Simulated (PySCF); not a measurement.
H₆OSi₂Te. Atoms are numbered in the order given.

```xyz
10

Te    -0.6305    -0.3212     0.5086
Si    -0.6134     2.1421    -0.0525
H     -2.0151     2.6146     0.1390
H     -0.1851     2.3334    -1.4644
H      0.3098     2.8708     0.8585
O      1.3466    -0.4882     0.0690
Si     1.8795    -0.9859    -1.4385
H      1.4056    -2.3648    -1.7630
H      3.3672    -0.9685    -1.3823
H      1.4063    -0.0631    -2.5143
```
Charge 0, spin multiplicity 1.

The structure is a stationary point at B3LYP-D3(BJ)/def2-SVP. The structure was generated by enumeration, and PubChem lists no compound with its InChIKey, so it may never have been made. The def2 effective core potentials stand for the cores of Te; spin–orbit coupling is left out. The values are those of a single conformer.

All values below come from ωB97X/def2-TZVP run with PySCF.

Atomic charges (e):

```
atom  Mulliken  Löwdin
----  --------  ------
Te1       0.27    0.42
Si2       0.09    0.04
H3           ?   -0.04
H4           ?   -0.04
H5           ?   -0.04
O6           ?   -0.29
Si7          ?    0.10
H8       -0.05   -0.05
H9       -0.05   -0.05
H10      -0.05   -0.05
```

Question: Fill in the missing entries. (Estimate from the structure and the level; the computed values follow.)

Answer: 
- H3, Mulliken: -0.02
- H4, Mulliken: -0.01
- H5, Mulliken: -0.01
- O6, Mulliken: -0.56
- Si7, Mulliken: 0.39

Computed Mayer and Wiberg (Löwdin basis) orders of the bonds:
```json
[
 {"bond": "Te1–Si2", "Mayer": "1.10", "Wiberg": "1.43"},
 {"bond": "Si2–H3", "Mayer": "0.95", "Wiberg": "0.97"},
 {"bond": "Si2–H4", "Mayer": "0.95", "Wiberg": "0.97"},
 {"bond": "Si2–H5", "Mayer": "0.95", "Wiberg": "0.98"},
 {"bond": "Te1–O6", "Mayer": "0.84", "Wiberg": "1.18"},
 {"bond": "O6–Si7", "Mayer": "1.09", "Wiberg": "1.68"},
 {"bond": "Si7–H8", "Mayer": "0.96", "Wiberg": "0.97"},
 {"bond": "Si7–H9", "Mayer": "0.96", "Wiberg": "0.97"},
 {"bond": "Si7–H10", "Mayer": "0.95", "Wiberg": "0.97"}
]
```
